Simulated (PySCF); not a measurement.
# What a mistake does to a calculation on CGeH7OSi

Calculated results; nothing here was measured. They come from PySCF 2.14.0, an open-source quantum chemistry program, on an isolated molecule that a program drew, which may never have been made. The molecule is CGeH7OSi (charge 0, doublet), drawn as the SMILES string `C[SiH](O)[GeH2]`.

Each row is a Hartree-Fock (HF) and frozen-core CCSD(T) single point in the cc-pV(D+d)Z basis, meant for a local HF minimum. Run 1 is clean. Each other run has one planted mistake out of seven kinds, and not every kind appears here: one electron removed, one electron added, multiplicity raised by two, geometry at a saddle point, minimal basis STO-3G, one bond length entered in bohr, all coordinates scaled. The reference is restricted for singlets and unrestricted otherwise, and also for a bond in bohr. Adding or removing an electron swaps singlet and doublet. Electrons count all cores. HOMO and LUMO are orbital energies over both spins, the gradient is its largest component, and the lowest frequency (negative if imaginary) is given only where the gradient is small. Bond lengths are over the 10 bonds as drawn. T1 is the CCSD diagnostic: over 0.02 (restricted) or 0.045 (unrestricted) a single reference is doubtful. Germanium has the cc-pVDZ-PP basis, with a core potential (ECP10MDF) in place of its 10 inner electrons, and its 3s, 3p and 3d shells are frozen in CCSD(T).

Geometry of the clean run:
```xyz
11
CGeH7OSi, angstrom
C    -2.0428    0.0106    1.4733
Si   -0.9064    1.1204    0.4793
O    -1.6000    1.6177   -0.9400
Ge    1.1313   -0.0616   -0.0034
H    -2.2681   -0.9184    0.9419
H    -1.5825   -0.2528    2.4302
H    -2.9869    0.5229    1.6796
H    -0.6378    2.3680    1.2224
H    -1.7408    0.9894   -1.6317
H     2.2487    0.7678   -0.6525
H     1.7247   -0.8564    1.1703
```

| run | electrons | basis functions | <S^2> | HOMO (eV) | LUMO (eV) | gradient (hartree/bohr) | lowest frequency (cm^-1) | mean bond (Å) | longest bond (Å) | T1 | HF (hartree) | CCSD(T) (hartree) | mistake |
|---|---|---|---|---|---|---|---|---|---|---|---|---|---|
| 1 | 67 | 109 | 0.758 | -8.33 | 0.98 | 2.5e-05 | 100 | 1.4710 | 2.405 | 0.0119 | -699.15291 | -699.73507 | no fault |
| 2 | 66 | 109 | 0.000 | -16.16 | -6.66 | 6.5e-02 | - | 1.4710 | 2.405 | 0.0134 | -698.87772 | -699.45174 | one electron removed |
| 3 | 68 | 109 | 0.000 | -0.63 | 8.38 | 5.2e-02 | - | 1.4710 | 2.405 | 0.0121 | -699.14442 | -699.75507 | ? |
| 4 | 67 | 109 | 1.185 | -8.33 | 0.62 | 2.8e-02 | - | 1.6850 | 4.544 | 0.0506 | -699.07872 | -699.64974 | ? |

**Which mistake was planted in run 3, and what did it cost?**

It counts 68 electrons, one more than the clean run, at the same geometry and basis. So the mistake is: one electron added. Subtracting run 1 and multiplying by 627.51 kcal/mol a hartree, the energy moved by 5.3 kcal/mol in HF and -12.6 kcal/mol in CCSD(T).

**Which mistake was planted in run 4, and what did it cost?**

The mean bond changes by a factor of 1.145 and the longest by 1.889, so the molecule wasn't scaled as a whole. A length L in bohr read as angstrom grows by (1/0.5292 - 1) L = 0.890 L. The 10 bonds together grew by 10 x 0.2140 = 2.140 Å, which gives L = 2.405 Å. That is bond Si2-Ge4, 2.405 Å in the clean geometry. So the mistake is: one bond length entered in bohr. Subtracting run 1 and multiplying by 627.51 kcal/mol a hartree, the energy moved by 46.6 kcal/mol in HF and 53.5 kcal/mol in CCSD(T).

Cautions from the logs. Run 4: T1 is over the limit, so its CCSD(T) energy is less reliable.
